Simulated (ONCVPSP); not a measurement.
What one change does to a pseudopotential (Si, ONCV)

Si, optimised norm-conserving Vanderbilt (ONCV), made with ONCVPSP 4.0.1 (PBE, scalar-relativistic). Core [Ne], reference 3s1.75 3p2.25. Waves: 3s: rc 1.90 bohr, ncon 4, nbas 7, qcut 2.7 1/bohr, 2 projectors, debl 2.3 Ha; 3p: rc 2.10 bohr, ncon 4, nbas 8, qcut 3.1 1/bohr, 2 projectors, debl 2.3 Ha. Local part: polynomial inside 1.85 bohr (lpopt 1, dvloc0 0 Ha). Core correction: Teter function, fcfact 1.75, rcfact 1.65.

Change: local potential polynomial inside 1.85 bohr (lpopt 1, dvloc0 -2.5 Ha).

Cutoffs: the cutoffs (Ha) at which the residual kinetic energy of the hardest occupied pseudo-wave falls to 1 and 0.1 mHa per electron; they do not see the model core or the augmentation charge, which bear on the density cutoff. Errors are all-electron minus pseudo energies relative to the spin-unpolarised reference configuration.

Task: Predict the effect on cutoff, ghosts and configuration errors.

Result: The potential gets neither clearly harder nor softer (25 Ha and 33 Ha → 25 Ha and 33 Ha); the errors of the 4 common tests hardly move; the range in which the p phases agree narrows (upper end at the end of the scan → 3.1); neither file shows a bound ghost.

| quantity | base | changed |
| --- | --- | --- |
| cutoff, loose | 25 Ha | 25 Ha |
| cutoff, tight | 33 Ha | 33 Ha |
| bound ghosts | none | none |
| GHOST(+) flags under 300 eV | none | s at 141.9 eV |
| error for 3s2 3p2, meV [ΔE -1.69 eV] | -0.3 | -0.3 |
| error for 3s2 3p1, meV [ΔE 6.05 eV] | -0.4 | -0.4 |
| error for 3s2 3p0, meV [ΔE 22.04 eV] | -8.8 | -8.7 |
| error for 3s2 3p1.5, meV [ΔE 1.23 eV] | -0.3 | -0.3 |
| s: phases at 1.93 bohr within 0.05 rad from the reference energy up to (Ha; the scan ends near 5) | 3.4 | 3.3 |
| p: phases at 2.13 bohr within 0.05 rad from the reference energy up to (Ha; the scan ends near 5) | to the end of the scan | 3.1 |
| rms error of d²Exc/dni dnj with the model core, mHa | 1.17 | 1.17 |
